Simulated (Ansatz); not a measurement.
Isolated molecules relaxed with PBE0-D4/def2-TZVP in Ansatz; ΔE leaves out vibrations. CBS: MP2 limit from def2 TZ/QZ plus the TZ coupled-cluster correction, frozen cores. This one scheme is used for every species. DFT in def2-TZVPP. For Br outer-core shells are correlated without core-valence functions, which leaves a few kJ/mol of doubt a bond. Scalar relativity is left out up to krypton. Each species was taken in one conformer, which may not be the lowest.

Reaction (ligand exchange at the Al–C bond): `[CH3][Al]([SH])[Br]` + `CNC` → `C[N](C)[Al]([SH])[Br]` + CH₄

| species | PBE0 energy (Eh) |
| --- | --- |
| `[CH3][Al]([SH])[Br]` | -3254.85482 |
| `CNC` | -135.04963 |
| `C[N](C)[Al]([SH])[Br]` | -3349.45946 |
| CH₄ | -40.47541 |

Q: Work out ΔE.

A: ΔE = (-3349.45946) + (-40.47541) − (-3254.85482) − (-135.04963) = -0.03042 Eh = -79.9 kJ/mol. CCSD(T)/CBS gives -91.6 kJ/mol.

Largest T1 diagnostic among the species: 0.010.

The D4 term adds −10.0 kJ/mol with B3LYP and −5.8 kJ/mol with PBE0; it sums over pairs of atoms, weighted by their polarisabilities, and B3LYP, whose exchange is more repulsive, gets the larger term. In def2-TZVPP, CCSD(T) changes the Hartree–Fock value by −9.8 kJ/mol (the triples alone add −1.9 kJ/mol) and MP2 by −14.7 kJ/mol.

B3LYP here is the variant with VWN-RPA as its local correlation; programs differ in this.
